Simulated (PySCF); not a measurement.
# Deuteron quadrupole couplings in `C[Si@H]([SiH3])O[SiH2]O`

Compound: CH10O2Si3.
SMILES with atom numbers: `[CH3:1][Si@H:2]([SiH3:3])[O:4][SiH2:5][OH:6]` (hydrogens: H7, H8, H9 on C1; H10 on Si2; H11, H12, H13 on Si3; H14, H15 on Si5; H16 on O6)

Geometry (PBE0-D3(BJ)/def2-SVP, Å), atoms numbered from 1 in this order:
```
atom  x, y, z in Å
C1    -0.3618    1.8569    0.8008
Si2   -0.6458    0.7097   -0.6534
Si3   -2.0979   -1.0369   -0.0379
O4     0.8177    0.0662   -1.1560
Si5    1.9046   -1.0517   -0.6052
O6     2.4627   -0.6555    0.9090
H7    -1.3137    2.2612    1.1794
H8     0.2835    2.7030    0.5170
H9     0.1305    1.3018    1.6146
H10   -1.2177    1.4575   -1.8136
H11   -1.5758   -1.7425    1.1754
H12   -3.4522   -0.4852    0.2870
H13   -2.2448   -2.0399   -1.1382
H14    1.2466   -2.3735   -0.4381
H15    3.0118   -1.0898   -1.5995
H16    3.0328    0.1166    0.9707
```

Level: PBE0/pcSseg-1 (PySCF, non-relativistic); Q(2H) = 0.00286 b; rigid geometry, the same for H and D, with no vibrational averaging.

**Question.** Rank these positions by the coupling χzz of a deuteron there, largest first.
A. H8 (methyl hydrogen)
B. H16 (hydroxyl hydrogen)
C. H15 (Si–H hydrogen)

**Answer.** B (325 kHz), A (200 kHz), C (93 kHz).

**Question.** Give the electric field gradient Vzz (the principal value of largest size), its asymmetry and the 2H coupling at each hydrogen.

**Answer.** 
```tsv
atom	bonded to	bond length (Å)	Vzz (au)	η	χzz (kHz)
H7	C1	1.101	0.2971	0.01	200
H8	C1	1.101	0.2981	0.02	200
H9	C1	1.101	0.2940	0.02	198
H10	Si2	1.494	0.1381	0.02	93
H11	Si3	1.497	0.1403	0.01	94
H12	Si3	1.498	0.1403	0.01	94
H13	Si3	1.496	0.1417	0.01	95
H14	Si5	1.486	0.1391	0.02	93
H15	Si5	1.489	0.1378	0.02	93
H16	O6	0.962	0.4842	0.07	325
```

**Question.** Average by the element that carries the hydrogen.

**Answer.** on C: 199 kHz over 3 positions, mean bond length 1.101 Å; on Si: 94 kHz over 6 positions, mean bond length 1.493 Å; on O: 325 kHz over 1 position, mean bond length 0.962 Å.

**Question.** How does χzz go with the bond length over the 6 Si–H bonds?

**Answer.** A straight-line fit has a slope of +1.3 kHz for each 0.01 Å, with a correlation coefficient of 0.63, over lengths from 1.486 to 1.498 Å.

Isolated species at its PBE0-D3(BJ)/def2-SVP geometry (one conformer only). The small basis limits the accuracy of the gradients.
